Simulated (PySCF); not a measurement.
## A scan of TlSe with bad points

PBE0; basis Tl def2-TZVPP with ECP60, Se def2-TZVPP; scalar-relativistic core potentials; PySCF 2.14; quartet, unpaired electrons σ ↑, π ↑↑ requested.

| R (Å) | E (eV) | ⟨S²⟩ | ⟨Lz²⟩ | μ (D) |
| --- | --- | --- | --- | --- |
| 2.337 | 0.726 | 3.76 | 2.01 | 0.46 |
| 2.446 | 0.383 | 3.76 | 2.01 | 0.36 |
| 2.555 | 0.186 | 3.76 | 2.01 | 0.29 |
| 2.636 | 0.100 | 3.76 | 2.01 | 0.26 |
| 2.718 | 0.048 | 3.76 | 2.01 | 0.24 |
| 2.800 | 0.019 | 3.76 | 2.01 | 0.24 |
| 2.908 | 0.002 | 3.76 | 2.01 | 0.24 |
| 3.044 | 0.000 | 3.76 | 2.01 | 0.25 |
| 3.207 | 0.010 | 3.76 | 2.01 | 0.25 |
| 3.425 | 11.220 | 4.75 | 2.02 | 3.98 |

The run flagged 3.425 Å: there the SCF missed its convergence threshold, so the fit leaves that out.
